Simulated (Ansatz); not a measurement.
BClH$_{6}$OSi$_{2}$ (`B[Si](O)([SiH3])Cl`). Charge 0, multiplicity 1. Geometry: relaxed with PBE0-D4/def2-TZVP. It is one conformer, not always the lowest.

```xyz
11

B    -0.496    0.115   -2.072
Si   -0.468    0.257   -0.130
O    -1.739    0.954    0.634
Si    0.908   -0.928    1.348
Cl    0.825    1.735   -1.034
H    -1.293    0.761   -2.680
H     0.304   -0.578   -2.622
H    -1.635    1.218    1.550
H     0.198   -2.137    1.846
H     2.152   -1.332    0.647
H     1.243   -0.064    2.513
```

(1) What is the dipole moment at ωB97M-V/def2-TZVPP? (An estimate is asked.)

(2) And with PBE, r2SCAN, B3LYP? (An estimate is asked.)

(3) Give the Mulliken charges with ωB97M-V, r2SCAN, B3LYP in def2-TZVPP. (Estimate.)

Answers

(1) Ansatz gave: 2.67 D, with components (-0.10, -0.78, 2.55) D in this frame, pointing from negative to positive charge.

(2) Ansatz gave: PBE 2.51 D, r2SCAN 2.58 D, B3LYP 2.63 D.

(3) The calculation gave: 
```
atom  ωB97M-V  r2SCAN  B3LYP
  B1    -0.24   -0.11  -0.11
 Si2     0.37    0.47   0.41
  O3    -0.35   -0.39  -0.37
 Si4     0.01    0.12   0.10
 Cl5    -0.17   -0.19  -0.21
  H6     0.11    0.04   0.07
  H7     0.11    0.03   0.06
  H8     0.18    0.20   0.19
  H9    -0.01   -0.06  -0.05
 H10     0.00   -0.04  -0.04
 H11    -0.01   -0.05  -0.05
```

B3LYP here is the variant with VWN-RPA as its local correlation; programs differ in this.
